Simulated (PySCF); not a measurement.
SCF from a fresh guess for singlet MoO₂Cl₂, at the PBE minimum. PySCF input:

```python
from pyscf import gto, scf, dft
mol = gto.M(atom='''
Mo    -0.000000     0.000000    -0.280486
O      0.000000     1.352262    -1.289274
O     -0.000000    -1.352262    -1.289274
Cl     1.886243    -0.000000     0.983009
Cl    -1.886243     0.000000     0.983009''',
    basis={'Mo': 'def2-SVP', 'O': 'def2-SVP', 'Cl': 'def2-SVP'},
    ecp={'Mo': 'def2-SVP'},
    charge=0, spin=0)
mf = dft.RKS(mol, xc='PBE')
mf.grids.atom_grid = (50, 194)
aux = {'Mo': 'def2-universal-JKFIT', 'O': 'def2-universal-JKFIT', 'Cl': 'def2-universal-JKFIT'}
mf = mf.density_fit(auxbasis=aux)
mf.conv_tol = 1e-08
mf.diis_space = 10
mf.max_cycle = 60
mf.init_guess = 'minao'
mf.verbose = 4
mf.kernel()
```

Excerpt of the output (cycles and frontier levels):

```
init E= -1130.95108117745
  HOMO = -0.528265555762884  LUMO = -0.371846146915848  gap/eV = 4.25639
cycle= 1 E= -1137.83959783028  delta_E= -6.89  |g|=  1.6  |ddm|= 3.44
  HOMO = -0.0755644477795572  LUMO = -0.050601836885652  gap/eV = 0.67927
cycle= 2 E= -1123.85383585118  delta_E=   14  |g|= 6.12  |ddm|= 7.03
  HOMO = -0.250603168104342  LUMO = -0.116458993607735  gap/eV = 3.65025
cycle= 3 E= -1138.25628698397  delta_E= -14.4  |g|= 0.643  |ddm|= 6.87
  HOMO = -0.324609760978608  LUMO = -0.176848732856329  gap/eV = 4.02078
cycle= 4 E= -1138.3211531013  delta_E= -0.0649  |g|= 0.46  |ddm|= 0.98
  HOMO = -0.311912354541706  LUMO = -0.19572304821344  gap/eV = 3.16167
cycle= 5 E= -1138.29328051892  delta_E= 0.0279  |g|= 0.519  |ddm|= 0.837
  HOMO = -0.306608668376045  LUMO = -0.164157421708808  gap/eV = 3.87630
cycle= 6 E= -1138.36647626932  delta_E= -0.0732  |g|= 0.135  |ddm|= 0.549
  HOMO = -0.307586008129913  LUMO = -0.165268544288324  gap/eV = 3.87266
cycle= 7 E= -1138.36779507882  delta_E= -0.00132  |g|= 0.102  |ddm|= 0.0679
  HOMO = -0.306654840211262  LUMO = -0.165996268593661  gap/eV = 3.82751
cycle= 8 E= -1138.36913667144  delta_E= -0.00134  |g|= 0.0635  |ddm|= 0.0306
  HOMO = -0.30376159231541  LUMO = -0.16588395228207  gap/eV = 3.75184
cycle= 9 E= -1138.36995139496  delta_E= -0.000815  |g|= 0.00739  |ddm|= 0.0437
  HOMO = -0.304058783177522  LUMO = -0.166365513748519  gap/eV = 3.74682
cycle= 10 E= -1138.36996625989  delta_E= -1.49e-05  |g|= 0.000534  |ddm|= 0.00686
  HOMO = -0.304090639962245  LUMO = -0.166383751135144  gap/eV = 3.74720
cycle= 11 E= -1138.36996633795  delta_E= -7.81e-08  |g|= 6.47e-05  |ddm|= 0.000545
  HOMO = -0.304092277523269  LUMO = -0.166383727364633  gap/eV = 3.74724
cycle= 12 E= -1138.36996633887  delta_E= -9.23e-10  |g|= 2.61e-05  |ddm|= 7.69e-05
  HOMO = -0.304086977655073  LUMO = -0.166385822569544  gap/eV = 3.74704
Extra cycle  E= -1138.36996633554  delta_E= 3.33e-09  |g|= 0.000132  |ddm|= 0.000104
converged SCF energy = -1138.36996633554
```

No lower solution of this spin was found by a stability analysis within the restricted form, which does not test spin polarisation.

Stability towards spin polarisation was not tested.

The search for the lowest solution, with the stability check, took 17 s on 2 threads of a shared Arm Neoverse N1 host, with 95 basis functions; the process peaked at 0.34 GiB.
